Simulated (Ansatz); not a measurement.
Computed with Ansatz on PBE0-D4/def2-TZVP structures; ΔE is electronic, products minus reactants. CCSD(T)/CBS adds triple-zeta CCSD(T) − MP2 to the extrapolated MP2 energy (def2 sets, frozen cores). This one scheme is used for every species. DFT in def2-TZVPP. One conformer a species, not always the lowest.

Reaction (cleavage of the B–Si bond): `B[SiH](C)BF` + CH₃NH₂ → `CNBF` + `B[SiH2]C`

`B[SiH](C)BF`:

Z-matrix (Å, degrees):
```
Si
C 1 1.880
B 1 2.041 2 112.7
B 1 2.001 2 115.7 3 -116.8
H 1 1.496 2 111.1 3 117.9
H 2 1.092 1 111.3 3 -60.3
H 2 1.092 1 110.2 3 59.5
H 2 1.092 1 111.1 3 179.1
F 3 1.324 1 120.0 2 -19.2
H 3 1.203 1 123.9 2 162.0
H 4 1.197 1 122.1 2 18.1
H 4 1.196 1 120.4 2 -166.0
```

CH₃NH₂:

```xyz
7

C    -0.027    0.443   -0.355
N    -0.275   -0.718    0.483
H     1.007    0.817   -0.348
H    -0.680    1.261   -0.042
H    -0.288    0.205   -1.389
H    -0.050   -0.515    1.448
H     0.313   -1.492    0.203
```

`CNBF`:

```xyz
9

C     0.987    0.402   -0.442
N     0.046   -0.170    0.490
B    -1.300   -0.406    0.249
F    -2.052   -0.946    1.217
H     1.808   -0.287   -0.663
H     0.473    0.625   -1.377
H     1.417    1.334   -0.062
H     0.427   -0.413    1.392
H    -1.807   -0.139   -0.803
```

`B[SiH2]C`:

Z-matrix (Å, degrees):
```
Si
C 1 1.876
B 1 2.010 2 116.0
H 1 1.496 2 109.7 3 -120.9
H 1 1.495 2 109.8 3 122.6
H 2 1.092 1 110.7 3 -60.3
H 2 1.092 1 110.7 3 59.3
H 2 1.092 1 111.2 3 179.5
H 3 1.197 1 119.3 2 177.5
H 3 1.197 1 123.7 2 -3.1
```

| level | ΔE (kJ/mol) |
| --- | --- |
| PBE-D4 | -154.9 |
| B2PLYP | -172.3 |
| r2SCAN | -165.6 |
| HF/def2-TZVPP | -181.7 |
| CCSD(T)/def2-TZVPP | -167.7 |
| SCS-MP2/def2-QZVPP | -173.2 |
| MP2/CBS(def2) | -172.5 |
| CCSD/CBS(def2) | -168.3 |

Problem. What does CCSD(T)/CBS give? (Best estimate.)

Solution. Computed: -166.1 kJ/mol. The listed levels differ from it by 11.2, -6.2, 0.5, -15.6, -1.6, -7.1, -6.4, -2.2 kJ/mol.

Largest T1 diagnostic among the species: 0.014.

From PBE to PBE0 (25 % exact exchange), in def2-TZVPP and without D4, ΔE moves by −7.2 kJ/mol. In def2-TZVPP, CCSD(T) changes the Hartree–Fock value by +14.0 kJ/mol (the triples alone add +2.2 kJ/mol) and MP2 by +7.5 kJ/mol.
